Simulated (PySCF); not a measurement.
**Bonding in `CN(C)[SiH2][SiH2]CC[SiH3]`**

C₄H₁₇NSi₃.
Numbering: `[CH3:1][N:2]([CH3:3])[SiH2:4][SiH2:5][CH2:6][CH2:7][SiH3:8]` (hydrogens: H9, H10, H11 on C1; H12, H13, H14 on C3; H15, H16 on Si4; H17, H18 on Si5; H19, H20 on C6; H21, H22 on C7; H23, H24, H25 on Si8)

Cartesian coordinates in Å at the GFN2-xTB level; atoms count from 1:
```
atom  x, y, z in Å
C1     2.041    0.103    1.584
N2     2.641    0.079    0.275
C3     4.039   -0.261    0.329
Si4    1.725   -0.213   -1.156
Si5   -0.281    0.908   -1.022
C6    -1.631   -0.163   -0.200
C7    -3.004    0.508   -0.193
Si8   -4.319   -0.535    0.698
H9     1.008    0.436    1.515
H10    2.588    0.797    2.230
H11    2.059   -0.885    2.061
H12    4.199   -1.279    0.706
H13    4.566    0.434    0.990
H14    4.469   -0.193   -0.666
H15    1.546   -1.656   -1.452
H16    2.610    0.278   -2.222
H17   -0.265    2.187   -0.291
H18   -0.772    1.244   -2.369
H19   -1.704   -1.120   -0.721
H20   -1.347   -0.403    0.828
H21   -2.921    1.486    0.286
H22   -3.309    0.701   -1.223
H23   -3.896   -0.750    2.086
H24   -5.609    0.156    0.682
H25   -4.446   -1.835    0.034
```

Bond orders from the PBE0/pcSseg-1 density (PySCF). Geometry: GFN2-xTB, one conformer, isolated molecule.

Question: Where do the orders between heavy atoms depart from those drawn in the SMILES?

Answer: The largest departure is 0.115, at Si5–C6 (drawn single, 0.885).

Question: Give the Mayer order of every bond between heavy atoms, beside its length.

Answer: 
| bond | drawn as | length (Å) | Mayer order |
| --- | --- | --- | --- |
| C1–N2 | single | 1.440 | 0.967 |
| N2–C3 | single | 1.440 | 0.963 |
| N2–Si4 | single | 1.723 | 0.969 |
| Si4–Si5 | single | 2.302 | 0.916 |
| Si5–C6 | single | 1.909 | 0.885 |
| C6–C7 | single | 1.528 | 1.031 |
| C7–Si8 | single | 1.901 | 0.923 |

By pair of heavy elements: C–N: all 2 within 0.02 of one another (0.963 to 0.967). C–Si: lowest Si5–C6 (0.885, 1.909 Å), highest C7–Si8 (0.923, 1.901 Å).

Question: And the bonds to hydrogen?

Answer: C–H: 0.94 to 0.96 (10 bonds); H–Si: 0.87 to 0.95 (7 bonds).

Question: Sum the orders of all bonds at each heavy atom with more than one neighbour and set the sums beside the valence in the SMILES.

Answer: C1 3.838 (drawn 4), N2 2.899 (drawn 3), C3 3.848 (drawn 4), Si4 3.685 (drawn 4), Si5 3.691 (drawn 4), C6 3.798 (drawn 4), C7 3.838 (drawn 4), Si8 3.758 (drawn 4). Orders between atoms that aren't bonded are not in these sums.

For a closed shell the Mayer order of atoms A and B is Σ (PS)μν (PS)νμ over the basis functions μ on A and ν on B, with P the density and S the overlap matrix.
